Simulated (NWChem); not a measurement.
Species: C3H9ClSi; SMILES C[Si](C)(C)Cl

```xyz
14

C     -0.9397     1.5199    -0.8935
Si     0.0000     0.0000    -0.3369
C      1.7861     0.0538    -0.8935
C     -0.8465    -1.5737    -0.8935
Cl     0.0000     0.0000     1.7592
H     -0.9722     1.5728    -1.9941
H     -1.9752     1.5013    -0.5209
H     -0.4599     2.4377    -0.5207
H      2.3411    -0.8206    -0.5207
H      1.8481     0.0556    -1.9941
H      2.2878     0.9599    -0.5209
H     -0.8760    -1.6283    -1.9941
H     -1.8812    -1.6171    -0.5207
H     -0.3125    -2.4612    -0.5209
```
Atoms are numbered in this order, from 1.

Computed with NWChem. Medium grid unless said otherwise, to which SCAN and Minnesota functionals are sensitive. The geometry was optimised at PBE0/def2-SVP.

For level r2SCAN/def2-TZVPD:

| Quantity | Value |
|---|---|
| highest occupied level (eV) | -7.34 |
| orbital gap (eV) | 7.51 |

Q: What are these values for level BLYP/def2-TZVPD?

A: 
| Quantity | Result |
|---|---|
| highest occupied level (eV) | -6.91 |
| orbital gap (eV) | 6.36 |
